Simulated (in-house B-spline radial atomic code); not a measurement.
# Binding energies in Se²²⁺

NIST's tabulated ground configuration is [Ne] 3s2; each binding energy is the energy of the ion with one electron taken from that subshell, relaxed, less that of the parent. Level of theory: Dirac-Hartree-Fock, average of configuration, Fermi nucleus of rms radius 4.14 fm; calculated with an all-electron radial atomic-structure program (B-spline basis). Energies include first-order Breit, QED and recoil terms.

```
subshell  X-ray name  binding energy (eV)  -ε (eV)  relaxation (eV)
      1s           K              13677.5  13727.1             22.1
      2s          L1               2625.6   2631.4              3.2
   2p1/2          L2               2449.3   2456.3              4.5
   2p3/2          L3               2406.8   2412.9              4.3
      3s          M1                984.8    985.5              0.2
```

Relaxation = -ε minus the binding energy without Breit, QED and recoil terms.

Emission lines follow as differences of binding energies, with λ = 12398.42 eV·Å / E:

```json
{"line": "K-L3", "holes": "1s → 2p3/2", "energy (eV)": "11270.7", "wavelength (Å)": "1.1001"}
{"line": "K-L2", "holes": "1s → 2p1/2", "energy (eV)": "11228.2", "wavelength (Å)": "1.1042"}
{"line": "L3-M1", "holes": "2p3/2 → 3s", "energy (eV)": "1422.0", "wavelength (Å)": "8.719"}
```

Problem. What screening constant σ does Moseley's law, E = (3/4)·13.6057 eV·(Z - σ)², need for K-L3?

Solution. σ = 0.77.

Problem. What does it cost to remove both a 2s and a 2p3/2 electron?

Solution. 5148.7 eV, which is 116.4 eV more than the two single binding energies together.

Problem. What does it cost to remove both a 1s and a 2p1/2 electron?

Solution. 16312 eV, which is 184.9 eV more than the two single binding energies together.

Problem. What does it cost to remove two 2p3/2 electrons?

Solution. 4949.2 eV, which is 135.6 eV more than the two single binding energies together.
